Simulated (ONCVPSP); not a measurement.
# Logarithmic derivatives: Tc, ONCV

Tc, optimised norm-conserving Vanderbilt (ONCV), made with ONCVPSP 4.0.1 (PBE, scalar-relativistic). Core [Ar] 3d10, reference 4s2 4p6 4d6 5s1. Waves: 4s+5s: rc 1.65 bohr, ncon 5, nbas 10, qcut 8.7 1/bohr, 2 projectors; 4p: rc 1.60 bohr, ncon 5, nbas 10, qcut 7.1 1/bohr, 1 projector; 4d: rc 1.65 bohr, ncon 4, nbas 8, qcut 6.5 1/bohr, 3 projectors, debl 3.2 Ha. Local part: polynomial inside 1.10 bohr (lpopt 5, dvloc0 6 Ha). Core correction: none.

The phase is arctan(r·R′/R) of the radial function R(r), unwrapped; energies in Ha, scanned from -4 to 5 Ha. A pole is an energy at which the radial function vanishes at the test radius. The pseudo phase is shifted by a multiple of π to meet the all-electron one at the reference energy, and phase errors are pseudo minus all-electron; the curves can meet again beyond the range given. Levels narrower than the energy grid can be missing from the lists of poles.

Problem. For each channel, where are the poles, and over which energies does the pseudopotential scatter like the atom?

Solution.

```csv
channel,radius (bohr),reference energy (Ha),"poles, all-electron","poles, pseudo",unbroken range about the reference energy with phases within 0.05 rad,phase error 1 Ha above the reference energy (rad)
s,1.68,-0.15,-2.08,-2.08,the whole range,-0.000
p,1.62,-1.56,-0.64,-0.66,below 1.3,-0.003
d,1.68,-0.16,1.25,1.25,the whole range,-0.000
```

Phases in the d channel:

```json
{"E (Ha)": "-3.98", "all-electron": "1.281", "pseudo": "1.280"}
{"E (Ha)": "-3.74", "all-electron": "1.266", "pseudo": "1.266"}
{"E (Ha)": "-3.50", "all-electron": "1.250", "pseudo": "1.250"}
{"E (Ha)": "-3.26", "all-electron": "1.231", "pseudo": "1.231"}
{"E (Ha)": "-3.02", "all-electron": "1.209", "pseudo": "1.209"}
{"E (Ha)": "-2.78", "all-electron": "1.182", "pseudo": "1.182"}
{"E (Ha)": "-2.54", "all-electron": "1.149", "pseudo": "1.149"}
{"E (Ha)": "-2.30", "all-electron": "1.108", "pseudo": "1.108"}
{"E (Ha)": "-2.06", "all-electron": "1.054", "pseudo": "1.054"}
{"E (Ha)": "-1.82", "all-electron": "0.981", "pseudo": "0.981"}
{"E (Ha)": "-1.58", "all-electron": "0.878", "pseudo": "0.878"}
{"E (Ha)": "-1.34", "all-electron": "0.724", "pseudo": "0.724"}
{"E (Ha)": "-1.10", "all-electron": "0.481", "pseudo": "0.481"}
{"E (Ha)": "-0.86", "all-electron": "0.105", "pseudo": "0.105"}
{"E (Ha)": "-0.62", "all-electron": "-0.367", "pseudo": "-0.367"}
{"E (Ha)": "-0.38", "all-electron": "-0.775", "pseudo": "-0.775"}
{"E (Ha)": "-0.14", "all-electron": "-1.048", "pseudo": "-1.048"}
{"E (Ha)": "0.10", "all-electron": "-1.221", "pseudo": "-1.221"}
{"E (Ha)": "0.34", "all-electron": "-1.337", "pseudo": "-1.337"}
{"E (Ha)": "0.58", "all-electron": "-1.421", "pseudo": "-1.421"}
{"E (Ha)": "0.82", "all-electron": "-1.484", "pseudo": "-1.484"}
{"E (Ha)": "1.06", "all-electron": "-1.536", "pseudo": "-1.536"}
{"E (Ha)": "1.30", "all-electron": "-1.580", "pseudo": "-1.580"}
{"E (Ha)": "1.54", "all-electron": "-1.620", "pseudo": "-1.620"}
{"E (Ha)": "1.78", "all-electron": "-1.657", "pseudo": "-1.657"}
{"E (Ha)": "2.02", "all-electron": "-1.694", "pseudo": "-1.694"}
{"E (Ha)": "2.26", "all-electron": "-1.733", "pseudo": "-1.733"}
{"E (Ha)": "2.50", "all-electron": "-1.775", "pseudo": "-1.775"}
{"E (Ha)": "2.74", "all-electron": "-1.824", "pseudo": "-1.824"}
{"E (Ha)": "2.98", "all-electron": "-1.882", "pseudo": "-1.882"}
{"E (Ha)": "3.22", "all-electron": "-1.956", "pseudo": "-1.956"}
{"E (Ha)": "3.46", "all-electron": "-2.057", "pseudo": "-2.057"}
{"E (Ha)": "3.70", "all-electron": "-2.203", "pseudo": "-2.203"}
{"E (Ha)": "3.94", "all-electron": "-2.427", "pseudo": "-2.427"}
{"E (Ha)": "4.18", "all-electron": "-2.774", "pseudo": "-2.774"}
{"E (Ha)": "4.42", "all-electron": "-3.231", "pseudo": "-3.231"}
{"E (Ha)": "4.66", "all-electron": "-3.658", "pseudo": "-3.658"}
{"E (Ha)": "4.90", "all-electron": "-3.954", "pseudo": "-3.954"}
```
